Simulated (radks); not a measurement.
Question: The mean radii <r> (bohr) of the occupied orbitals of an atom or ion are listed with their occupations. Calculated with a radial shooting solver on a logarithmic mesh with Libxc functionals: scalar-relativistic Kohn-Sham, PBE, spin-unpolarised, spherical densities, finite nucleus; Fermi nuclear charge, rms radius of each element as measured or else 0.836 A^(1/3) + 0.57 fm.

| orbital | occ. | <r> |
|---|---|---|
| 1s | 2 | 0.02781 |
| 2s | 2 | 0.1199 |
| 2p | 6 | 0.1048 |
| 3s | 2 | 0.3221 |
| 3p | 6 | 0.3202 |
| 3d | 10 | 0.2968 |
| 4s | 2 | 0.7646 |
| 4p | 6 | 0.8210 |
| 4d | 10 | 0.9704 |
| 5s | 2 | 2.032 |
| 5p | 3 | 2.482 |

Name the element and its charge.

Answer: Z = 52, tellurium, charge +1: Te+ in [Kr] 4d10 5s2 5p3. The 1s radius gives Z: for a bare nucleus <r> = (2 gamma + 1)/(2Z) with gamma = sqrt(1 - (Z/c)^2), 0.02741 bohr for Z = 52, and screening makes it slightly larger (0.02781 here). The occupations add up to 51, and the charge is Z minus that.
